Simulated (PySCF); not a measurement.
## Orbital levels and atomic charges: Ge30H48

System: Ge30H48 (flake germanane).

Cartesian coordinates (Å):
```
  1 Ge    6.248    1.202   -0.233
  2 Ge    4.167    2.306    0.378
  3 Ge    2.085    1.202   -0.236
  4 Ge    2.085   -1.202    0.233
  5 Ge    4.167   -2.305   -0.383
  6 Ge    6.248   -1.202    0.230
  7 Ge  -10.399    1.200   -0.251
  8 Ge  -12.481    2.324    0.323
  9 Ge  -14.486    1.157   -0.327
 10 Ge  -14.486   -1.156    0.326
 11 Ge  -12.481   -2.323   -0.323
 12 Ge  -10.399   -1.201    0.251
 13 Ge   -2.084    1.202   -0.234
 14 Ge   -4.167    2.305    0.380
 15 Ge   -6.249    1.201   -0.232
 16 Ge   -6.249   -1.201    0.233
 17 Ge   -4.167   -2.305   -0.379
 18 Ge   -2.085   -1.202    0.235
 19 Ge    0.000    2.302    0.376
 20 Ge    0.000   -2.303   -0.376
 21 Ge   10.398    1.201   -0.249
 22 Ge    8.327    2.300    0.395
 23 Ge    8.327   -2.300   -0.396
 24 Ge   10.397   -1.201    0.251
 25 Ge   14.488    1.158   -0.319
 26 Ge   12.481    2.323    0.329
 27 Ge   12.480   -2.322   -0.326
 28 Ge   14.488   -1.158    0.322
 29 Ge   -8.328    2.298    0.393
 30 Ge   -8.328   -2.299   -0.392
 31 H     6.263    1.270   -1.774
 32 H     4.172    2.521    1.887
 33 H     4.174    3.754   -0.104
 34 H     2.090    1.265   -1.778
 35 H     2.092   -1.263    1.775
 36 H     4.171   -2.519   -1.892
 37 H     4.175   -3.754    0.097
 38 H     6.261   -1.271    1.771
 39 H   -10.375    1.245   -1.791
 40 H   -12.516    2.554    1.823
 41 H   -12.492    3.751   -0.199
 42 H   -14.640    1.248   -1.833
 43 H   -15.728    1.882    0.159
 44 H   -14.642   -1.247    1.832
 45 H   -15.728   -1.882   -0.160
 46 H   -12.516   -2.555   -1.823
 47 H   -12.493   -3.751    0.197
 48 H   -10.376   -1.245    1.791
 49 H    -2.090    1.264   -1.776
 50 H    -4.171    2.520    1.890
 51 H    -4.172    3.754   -0.103
 52 H    -6.261    1.269   -1.773
 53 H    -6.261   -1.270    1.774
 54 H    -4.172   -2.521   -1.888
 55 H    -4.172   -3.754    0.103
 56 H    -2.089   -1.264    1.777
 57 H     0.002    2.515    1.885
 58 H     0.001    3.752   -0.103
 59 H     0.000   -2.515   -1.886
 60 H     0.001   -3.753    0.104
 61 H    10.375    1.247   -1.789
 62 H     8.339    2.492    1.905
 63 H     8.333    3.754   -0.065
 64 H     8.341   -2.492   -1.906
 65 H     8.332   -3.754    0.065
 66 H    10.373   -1.247    1.791
 67 H    14.645    1.258   -1.823
 68 H    15.729    1.882    0.171
 69 H    12.510    2.554    1.831
 70 H    12.493    3.749   -0.195
 71 H    12.510   -2.555   -1.826
 72 H    12.493   -3.748    0.198
 73 H    14.644   -1.258    1.827
 74 H    15.729   -1.882   -0.168
 75 H    -8.343    2.495    1.903
 76 H    -8.333    3.752   -0.071
 77 H    -8.342   -2.495   -1.902
 78 H    -8.333   -3.752    0.071
```

Method: PBE/def2-SVP, gas phase, PySCF, fitting set def2-universal-JFIT, grid level 1.

Spin-orbit coupling is left out, which matters for the heavier atoms here.

Give the orbital energies near the gap.


| orbital | eV |
| --- | --- |
| HOMO-4 | -6.51 |
| HOMO-3 | -6.40 |
| HOMO-2 | -6.38 |
| HOMO-1 | -6.34 |
| HOMO | -5.97 |
| LUMO | -2.90 |
| LUMO+1 | -2.87 |
| LUMO+2 | -2.27 |
| LUMO+3 | -2.24 |

Give the partial charges of the non-hydrogen atoms.


```json
{"atom": "Ge1", "Mulliken": "0.02", "IAO": "0.03", "Hirshfeld": "0.08"}
{"atom": "Ge2", "Mulliken": "0.10", "IAO": "0.12", "Hirshfeld": "0.13"}
{"atom": "Ge3", "Mulliken": "0.02", "IAO": "0.03", "Hirshfeld": "0.08"}
{"atom": "Ge4", "Mulliken": "0.02", "IAO": "0.03", "Hirshfeld": "0.08"}
{"atom": "Ge5", "Mulliken": "0.10", "IAO": "0.12", "Hirshfeld": "0.13"}
{"atom": "Ge6", "Mulliken": "0.02", "IAO": "0.03", "Hirshfeld": "0.08"}
{"atom": "Ge7", "Mulliken": "0.01", "IAO": "0.03", "Hirshfeld": "0.07"}
{"atom": "Ge8", "Mulliken": "0.08", "IAO": "0.11", "Hirshfeld": "0.13"}
{"atom": "Ge9", "Mulliken": "0.08", "IAO": "0.11", "Hirshfeld": "0.13"}
{"atom": "Ge10", "Mulliken": "0.08", "IAO": "0.11", "Hirshfeld": "0.13"}
{"atom": "Ge11", "Mulliken": "0.08", "IAO": "0.11", "Hirshfeld": "0.13"}
{"atom": "Ge12", "Mulliken": "0.01", "IAO": "0.03", "Hirshfeld": "0.07"}
{"atom": "Ge13", "Mulliken": "0.02", "IAO": "0.03", "Hirshfeld": "0.08"}
{"atom": "Ge14", "Mulliken": "0.10", "IAO": "0.12", "Hirshfeld": "0.13"}
{"atom": "Ge15", "Mulliken": "0.02", "IAO": "0.03", "Hirshfeld": "0.08"}
{"atom": "Ge16", "Mulliken": "0.02", "IAO": "0.03", "Hirshfeld": "0.08"}
{"atom": "Ge17", "Mulliken": "0.10", "IAO": "0.12", "Hirshfeld": "0.13"}
{"atom": "Ge18", "Mulliken": "0.02", "IAO": "0.03", "Hirshfeld": "0.08"}
{"atom": "Ge19", "Mulliken": "0.10", "IAO": "0.12", "Hirshfeld": "0.13"}
{"atom": "Ge20", "Mulliken": "0.10", "IAO": "0.12", "Hirshfeld": "0.13"}
{"atom": "Ge21", "Mulliken": "0.01", "IAO": "0.03", "Hirshfeld": "0.07"}
{"atom": "Ge22", "Mulliken": "0.10", "IAO": "0.12", "Hirshfeld": "0.13"}
{"atom": "Ge23", "Mulliken": "0.10", "IAO": "0.12", "Hirshfeld": "0.13"}
{"atom": "Ge24", "Mulliken": "0.01", "IAO": "0.03", "Hirshfeld": "0.07"}
{"atom": "Ge25", "Mulliken": "0.08", "IAO": "0.11", "Hirshfeld": "0.13"}
{"atom": "Ge26", "Mulliken": "0.08", "IAO": "0.11", "Hirshfeld": "0.13"}
{"atom": "Ge27", "Mulliken": "0.08", "IAO": "0.11", "Hirshfeld": "0.13"}
{"atom": "Ge28", "Mulliken": "0.08", "IAO": "0.11", "Hirshfeld": "0.13"}
{"atom": "Ge29", "Mulliken": "0.10", "IAO": "0.12", "Hirshfeld": "0.13"}
{"atom": "Ge30", "Mulliken": "0.10", "IAO": "0.12", "Hirshfeld": "0.13"}
```
